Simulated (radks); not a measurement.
Results of a calculation; reference values are marked as such.
Task: Level of theory: non-relativistic Kohn-Sham, LDA (Slater exchange, Perdew-Wang correlation), spin-polarised, spherical densities, point nucleus; open shells are filled with parallel spins first (spin-orbit coupling, left out, can overturn this in heavy ions) (a radial shooting solver on a logarithmic mesh with Libxc functionals). Response by self-consistent Sternheimer equations with the Hartree and adiabatic LDA kernel. For heavy and open-shell atoms this level of theory can miss by tens of per cent. Estimate the static dipole polarisabilities of Nd6+ ([Kr] 4d10 4f2 5s2 5p4) and Pr5+ ([Xe]) and the C6 coefficients of the three pairs.

Result: alpha = 3.938 and 4.765 bohr^3; C6 = 16.47 (Nd6+-Nd6+), 19.89 (Nd6+-Pr5+), 24.05 (Pr5+-Pr5+) hartree bohr^6.
